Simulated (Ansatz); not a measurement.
C3H5NSSi (`C#CN1CS[SiH2]1`). The species carries charge 0 and has multiplicity 1. The geometry is a stationary point of PBE0-D4/def2-TZVP.

```xyz
11

C     2.108   -0.739    1.362
C     1.137   -0.394    0.739
N     0.067   -0.015    0.052
C    -0.612   -0.902   -0.893
S    -1.959    0.212   -1.483
Si   -0.898    1.422   -0.086
H     2.965   -1.040    1.914
H    -1.030   -1.786   -0.407
H     0.034   -1.197   -1.723
H    -1.621    1.824    1.147
H    -0.191    2.613   -0.622
```

**Question.** What is the dipole moment at B3LYP/def2-TZVPP? (An estimate is asked.)

**Answer.** Ansatz gave: 0.09 D, with components (-0.03, 0.08, 0.01) D in this frame, pointing from negative to positive charge.

**Question.** And with PBE, r2SCAN, ωB97M-V? (Estimate.)

**Answer.** The calculation gave: PBE 0.04 D, r2SCAN 0.04 D, ωB97M-V 0.08 D.

**Question.** Give the Mulliken charges with B3LYP, PBE, r2SCAN in def2-TZVPP. (Estimate.)

**Answer.** The calculation gave: 
| atom | B3LYP | PBE | r2SCAN |
| --- | --- | --- | --- |
| C1 | -0.25 | -0.28 | -0.30 |
| C2 | -0.11 | -0.08 | -0.04 |
| N3 | -0.21 | -0.10 | -0.25 |
| C4 | -0.01 | 0.00 | 0.11 |
| S5 | -0.25 | -0.23 | -0.27 |
| Si6 | 0.43 | 0.34 | 0.46 |
| H7 | 0.28 | 0.23 | 0.27 |
| H8 | 0.12 | 0.11 | 0.08 |
| H9 | 0.12 | 0.11 | 0.08 |
| H10 | -0.06 | -0.05 | -0.07 |
| H11 | -0.06 | -0.05 | -0.07 |

B3LYP here is the variant with VWN-RPA as its local correlation; programs differ in this.
